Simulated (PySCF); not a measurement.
Br2Hg, singlet, geometry from GFN2-xTB (such geometries of metal compounds can be far from the true shape) (core potentials on Hg), with bond 2-1 at 1.5 times its length; B3LYP/def2-SV(P) run with PySCF.

Here is a job for PySCF.
```python
from pyscf import gto, scf, dft

mol = gto.Mole()
mol.atom = '''
    Hg    0.00000000    0.00000000    0.00000000
    Br    0.00000000    0.00000000    3.63483688
    Br   -0.00000000   -0.00000000   -2.42322459
'''
mol.basis = 'def2-sv(p)'
mol.ecp = {'Hg': 'def2-sv(p)'}
mol.verbose = 4
mol.build()

mf = dft.RKS(mol)
mf.xc = 'b3lyp'
mf.kernel()
mo_i, mo_e, stable_i, stable_e = mf.stability(internal=True, external=True, return_status=True, nroots=6, tol=1e-6)
print('internally stable:', stable_i, ' externally stable:', stable_e)
if not stable_e:
    umf = mf.to_uhf() if not hasattr(mf, 'xc') else mf.to_uks()
    umf.scf_summary = {}
    umf.kernel(umf.make_rdm1(mo_e, umf.mo_occ))
```

It wrote (shortened):

```
PySCF version 2.14.0

[INPUT] verbose = 4
[INPUT] num. atoms = 3
[INPUT] num. electrons = 90
[INPUT] charge = 0
[INPUT] spin (= nelec alpha-beta = 2S) = 0
[INPUT] symmetry False subgroup None
[INPUT] Mole.unit = angstrom
[INPUT] Symbol           X                Y                Z      unit          X                Y                Z       unit  Magmom
[INPUT]  1 Hg     0.000000000000   0.000000000000   0.000000000000 AA    0.000000000000   0.000000000000   0.000000000000 Bohr   0.0
[INPUT]  2 Br     0.000000000000   0.000000000000   3.634836880000 AA    0.000000000000   0.000000000000   6.868846210669 Bohr   0.0
[INPUT]  3 Br     0.000000000000   0.000000000000  -2.423224590000 AA    0.000000000000   0.000000000000  -4.579230813411 Bohr   0.0

nuclear repulsion = 361.778371787036
number of shells = 35
number of NR pGTOs = 198
number of NR cGTOs = 89
basis = def2-sv(p)
ecp = {'Hg': 'def2-sv(p)'}

******** <class 'pyscf.dft.rks.RKS'> ********
method = RKS
initial guess = minao
damping factor = 0
level_shift factor = 0
DIIS = <class 'pyscf.scf.diis.CDIIS'>
diis_start_cycle = 1
diis_space = 8
diis_damp = 0
SCF conv_tol = 1e-09
SCF conv_tol_grad = None
SCF max_cycles = 50
direct_scf = True
direct_scf_tol = 1e-13
XC library pyscf.dft.libxc version 7.1.2
    S. Lehtola, C. Steigemann, M. J. T. Oliveira, and M. A. L. Marques,  SoftwareX 7, 1–5 (2018)
XC functionals = b3lyp
    P. J. Stephens, F. J. Devlin, C. F. Chabalowski, and M. J. Frisch,  J. Phys. Chem. 98, 11623 (1994)
radial grids:
    Treutler-Ahlrichs [JCP 102, 346 (1995); DOI:10.1063/1.469408] (M4) radial grids

becke partition: Becke, JCP 88, 2547 (1988); DOI:10.1063/1.454033
pruning grids: <function nwchem_prune>
grids dens level: 3
symmetrized grids: False
atomic radii adjust function: <function treutler_atomic_radii_adjust>
small_rho_cutoff = 0
Set gradient conv threshold to 3.16228e-05
Initial guess from minao.
tot grids = 64592
init E= -5287.50022824865

cycle= 1 E= -5299.86151139798  delta_E= -12.4  |g|= 1.95  |ddm|= 15.8
cycle= 2 E= -5275.06752836659  delta_E= 24.8  |g|= 8.09  |ddm|= 18.4
cycle= 3 E= -5300.96278592767  delta_E= -25.9  |g|= 0.921  |ddm|= 16.9
cycle= 4 E= -5301.16918026046  delta_E= -0.206  |g|= 0.536  |ddm|= 2.44
cycle= 5 E= -5301.20760065604  delta_E= -0.0384  |g|= 0.319  |ddm|= 1.74
cycle= 6 E= -5301.25474328776  delta_E= -0.0471  |g|= 0.172  |ddm|= 1.28
cycle= 7 E= -5301.27141735424  delta_E= -0.0167  |g|= 0.0343  |ddm|= 0.368
cycle= 8 E= -5301.27190793248  delta_E= -0.000491  |g|= 0.00938  |ddm|= 0.0573
cycle= 9 E= -5301.2719517988  delta_E= -4.39e-05  |g|= 0.0017  |ddm|= 0.0209
cycle= 10 E= -5301.27195297585  delta_E= -1.18e-06  |g|= 0.000464  |ddm|= 0.00285
cycle= 11 E= -5301.27195307748  delta_E= -1.02e-07  |g|= 6.64e-05  |ddm|= 0.000847
cycle= 12 E= -5301.27195307936  delta_E= -1.88e-09  |g|= 2.53e-05  |ddm|= 0.000105
cycle= 13 E= -5301.27195307973  delta_E= -3.73e-10  |g|= 8.84e-07  |ddm|= 6.63e-05
Extra cycle  E= -5301.27195307973  delta_E= 8.19e-12  |g|= 8.24e-07  |ddm|= 2.37e-06
converged SCF energy = -5301.27195307973
rhf_internal: lowest eigs of H = [0.14408663 0.14408664 0.4015065  0.4015065  0.70891483 0.74287564]
<class 'pyscf.dft.rks.RKS'> wavefunction is stable in the internal stability analysis
rhf_real2complex: lowest eigs of H = [0.01664108 0.01664108 0.05534019 0.08408098 0.08408099 0.16469061]
<class 'pyscf.dft.rks.RKS'> wavefunction is stable in the real -> complex stability analysis
rhf_external: lowest eigs of H = [-0.01114016  0.00169468  0.00169471  0.07052998  0.07052998  0.12963544]
<class 'pyscf.dft.rks.RKS'> wavefunction has an RHF/RKS -> UHF/UKS instability
internally stable: True  externally stable: False

******** <class 'pyscf.dft.uks.UKS'> ********
method = UKS
initial guess = minao
damping factor = 0
level_shift factor = 0
DIIS = <class 'pyscf.scf.diis.CDIIS'>
diis_start_cycle = 1
diis_space = 8
diis_damp = 0
SCF conv_tol = 1e-09
SCF conv_tol_grad = None
SCF max_cycles = 50
direct_scf = True
direct_scf_tol = 1e-13
number electrons alpha = 45  beta = 45
XC library pyscf.dft.libxc version 7.1.2
    S. Lehtola, C. Steigemann, M. J. T. Oliveira, and M. A. L. Marques,  SoftwareX 7, 1–5 (2018)
XC functionals = b3lyp
    P. J. Stephens, F. J. Devlin, C. F. Chabalowski, and M. J. Frisch,  J. Phys. Chem. 98, 11623 (1994)
radial grids:
    Treutler-Ahlrichs [JCP 102, 346 (1995); DOI:10.1063/1.469408] (M4) radial grids

becke partition: Becke, JCP 88, 2547 (1988); DOI:10.1063/1.454033
pruning grids: <function nwchem_prune>
grids dens level: 3
symmetrized grids: False
atomic radii adjust function: <function treutler_atomic_radii_adjust>
small_rho_cutoff = 0
Set gradient conv threshold to 3.16228e-05
init E= -5301.22215205763
cycle= 1 E= -5300.95655651129  delta_E= 0.266  |g|= 0.454  |ddm|= 1.73
cycle= 2 E= -5300.61039732479  delta_E= 0.346  |g|= 0.945  |ddm|= 2.44
cycle= 3 E= -5301.11527558647  delta_E= -0.505  |g|= 0.364  |ddm|= 1.19
cycle= 4 E= -5301.20592336642  delta_E= -0.0906  |g|= 0.228  |ddm|= 0.644
cycle= 5 E= -5301.27156648414  delta_E= -0.0656  |g|= 0.0301  |ddm|= 0.589
cycle= 6 E= -5301.27221984923  delta_E= -0.000653  |g|= 0.0132  |ddm|= 0.0782
cycle= 7 E= -5301.27230477315  delta_E= -8.49e-05  |g|= 0.00747  |ddm|= 0.0355
cycle= 8 E= -5301.27237137191  delta_E= -6.66e-05  |g|= 0.00413  |ddm|= 0.0237
cycle= 9 E= -5301.27240878779  delta_E= -3.74e-05  |g|= 0.00326  |ddm|= 0.0163
cycle= 10 E= -5301.27247671159  delta_E= -6.79e-05  |g|= 0.00167  |ddm|= 0.034
cycle= 11 E= -5301.27252499586  delta_E= -4.83e-05  |g|= 0.00211  |ddm|= 0.0312
cycle= 12 E= -5301.27260211268  delta_E= -7.71e-05  |g|= 0.00115  |ddm|= 0.0571
cycle= 13 E= -5301.27263444646  delta_E= -3.23e-05  |g|= 0.00158  |ddm|= 0.091
cycle= 14 E= -5301.27264000071  delta_E= -5.55e-06  |g|= 0.000394  |ddm|= 0.0112
cycle= 15 E= -5301.27264042549  delta_E= -4.25e-07  |g|= 0.000373  |ddm|= 0.0182
cycle= 16 E= -5301.27264109255  delta_E= -6.67e-07  |g|= 3.29e-05  |ddm|= 0.00877
cycle= 17 E= -5301.27264110099  delta_E= -8.44e-09  |g|= 5.13e-06  |ddm|= 0.00087
cycle= 18 E= -5301.27264110092  delta_E= 6.91e-11  |g|= 3.68e-06  |ddm|= 0.000165
Extra cycle  E= -5301.27264110087  delta_E= 4.37e-11  |g|= 1.15e-05  |ddm|= 4.74e-05
converged SCF energy = -5301.27264110087  <S^2> = 0.23065168  2S+1 = 1.3865809
```
